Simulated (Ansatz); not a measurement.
BBr₃, singlet, at a GFN2-xTB geometry; Ansatz (an electronic-structure program) with R2SCAN/pcseg-3.

Ansatz was given this input:
Ansatz 0.2 input:
```yaml
crystal:
  periodic: [false, false, false]
  atoms:
    - {symbol: B, position_ang: [0.02311075, -0.02561414, -0.04921018]}
    - {symbol: Br, position_ang: [-1.49825614, -1.12516606, -0.11448166]}
    - {symbol: Br, position_ang: [-0.00814874, 1.66498657, -0.86696568]}
    - {symbol: Br, position_ang: [1.50310335, -0.53616135, 0.98847737]}
basis:
  gaussian:
    orbitals: pcseg-3.json
hamiltonian:
  xc: r2scan
```
The basis file holds pcseg-3 in the JSON format of the Basis Set Exchange.

Problem. What does Ansatz print? Leave out banner, timings and long lists.

Solution. 
```
Functional definition: r2SCAN
1480 factors; their error is unknown
mean field evaluation 1: about -210819.2946 eV, gradient 2.8e1 eV
mean field evaluation 2: about -210815.0732 eV, gradient 4.9e1 eV
mean field evaluation 4: about -210820.9281 eV, gradient 1.1e0 eV
mean field evaluation 8: about -210820.9106 eV, gradient 4.7e-2 eV
mean field evaluation 16: about -210820.9106 eV, gradient 6.7e-5 eV
mean field -210820.91060728 eV, -7747.5255652719 hartree, gradient 6.7e-5 eV, S^2 0.000000; 0 other end points of the search recorded, 0 dependent functions left out
reference -210820.91061943 eV, -7747.5255657184 hartree; 55, 55 occupied and 209, 209 virtual orbitals, 1480 factors
Total energy: -210820.91061943 eV, -7747.5255657184 hartree
```
